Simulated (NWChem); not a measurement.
Species: GaBr₂ cation; SMILES [Br][Ga+][Br]

```xyz
3

Ga     0.0000     0.0000     0.0000
Br     0.0000     0.0000     2.1761
Br     0.0000     0.0000    -2.1761
```
Atoms are numbered in this order, from 1.

Program: NWChem. Pople sets run with spherical d functions. All runs use the structure optimised with PBE0/def2-SVP. GIAO values for the isolated, static molecule; σ is the absolute isotropic shielding. Spin-orbit effects, on the heavy nuclei and on their neighbours, are missing.

For level Hartree-Fock/6-31G*:

| Item | Value |
|---|---|
| σ Ga1 (ppm) | 1791.6 |
| σ Br2 (ppm) | 2647.4 |

Task: Estimate the same quantities for level B3LYP/6-311G**.

Result: 
| Property | Result |
|---|---|
| σ Ga1 (ppm) | 1493.7 |
| σ Br2 (ppm) | 2045.8 |
